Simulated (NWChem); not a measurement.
System meant: MnBrF, sextet; SMILES [F][Mn][Br]

Here is an NWChem input.

```
start job
memory heap 200 mb stack 900 mb global 1100 mb
geometry units angstroms noautoz
  Mn    -0.120199     0.859063     0.000000
  F     -0.304181     2.619734     0.000000
  Br     0.120518    -1.447029     0.000000
end
basis spherical
  Mn library def2-svp
  F library def2-svp
  Br library def2-svp
end
dft
  odft
  mult 6
  xc pbe0
  iterations 4
  mulliken
end
task dft energy
```

End of the output:

```
     --------------------------
     Expectation value of S2:
     --------------------------
      <S2> =      8.7627 (Exact =     8.7500)

 center of mass
 --------------
 x =   0.00000000 y =   0.00000000 z =  -0.07665350

 moments of inertia (a.u.)
 ------------------
        1212.957280929857           0.000000000000           0.000000000000
           0.000000000000        1212.957280929857           0.000000000000
           0.000000000000           0.000000000000           0.000000000000

     Multipole analysis of the density
     ---------------------------------

     L   x y z        total         alpha         beta         nuclear
     -   - - -        -----         -----         ----         -------
     0   0 0 0     -0.000000    -37.000000    -32.000000     69.000000

     1   1 0 0      0.000000      0.000000      0.000000      0.000000
     1   0 1 0      0.000000      0.000000      0.000000      0.000000
     1   0 0 1      0.266720     -4.387767      4.654486     -0.000000

     2   2 0 0    -26.459211    -15.137701    -11.321510      0.000000
     2   1 1 0     -0.000000     -0.000000      0.000000      0.000000
     2   1 0 1      0.000000      0.000000      0.000000      0.000000
     2   0 2 0    -26.459211    -15.137701    -11.321510      0.000000
     2   0 1 1      0.000000      0.000000      0.000000      0.000000
     2   0 0 2    -37.266756   -305.189392   -284.587006    552.509642

 ------------------------------------------------------------------------
 dft energy failed                                                                                  0
 ------------------------------------------------------------------------
 ------------------------------------------------------------------------
  current input line :
    20: task dft energy
 ------------------------------------------------------------------------
 ------------------------------------------------------------------------
 This type of error is most commonly associated with calculations not reaching convergence criteria
 ------------------------------------------------------------------------
 For more information see the NWChem manual at https://nwchemgit.github.io

0:dft energy failed:Received an Error in Communication
```

Question: Can this run be used? If not, why, and what is the fix?

Answer: The run did not converge; its last values are not results. Cause: the SCF was allowed too few iterations. This input runs:
```
start job
memory heap 200 mb stack 900 mb global 1100 mb
geometry units angstroms noautoz
  Mn    -0.120199     0.859063     0.000000
  F     -0.304181     2.619734     0.000000
  Br     0.120518    -1.447029     0.000000
end
basis spherical
  * library def2-svp
end
dft
  odft
  mult 6
  xc pbe0
  iterations 150
  mulliken
end
task dft energy
```
It converges to -3823.97216 Ha (PBE0/def2-SVP, spin-unrestricted).
